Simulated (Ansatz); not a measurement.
Reaction (ligand exchange at a Ga–C bond): `C[Si@H]1N[C@@H]1[GaH2]` + HBr → `[GaH2][Br]` + `C[SiH]1CN1`

Isolated molecules relaxed with PBE0-D4/def2-TZVP in Ansatz; ΔE leaves out vibrations. CCSD(T)/CBS is the MP2 limit (def2-TZVPP, def2-QZVPP) plus CCSD(T) − MP2 in def2-TZVPP, frozen cores. Functionals use def2-TZVPP. For Br, Ga outer-core shells are correlated without core-valence functions, which leaves a few kJ/mol of doubt a bond. Scalar relativity is left out up to krypton.

**Question.** Is it downhill or uphill in electronic energy at CCSD(T)/CBS, and by how much? (Estimate.)

**Answer.** The calculation gave: Downhill: ΔE = -31.9 kcal/mol.

**Question.** What do these levels give: r2SCAN-D4, ωB97M-V, B2PLYP, CCSD/def2-TZVPP, HF/CBS(def2), MP2/CBS(def2)? (Estimate.)

**Answer.** Computed: r2SCAN-D4 -33.6, ωB97M-V -33.8, B2PLYP -34.4, CCSD/def2-TZVPP -33.3, HF/CBS(def2) -41.1, MP2/CBS(def2) -31.8 kcal/mol.

Largest T1 diagnostic among the species: 0.013.

From PBE to PBE0 (25 % exact exchange), in def2-TZVPP and without D4, ΔE moves by −1.7 kcal/mol. In def2-TZVPP, CCSD(T) changes the Hartree–Fock value by +9.1 kcal/mol (the triples alone add +1.2 kcal/mol) and MP2 by +9.1 kcal/mol.
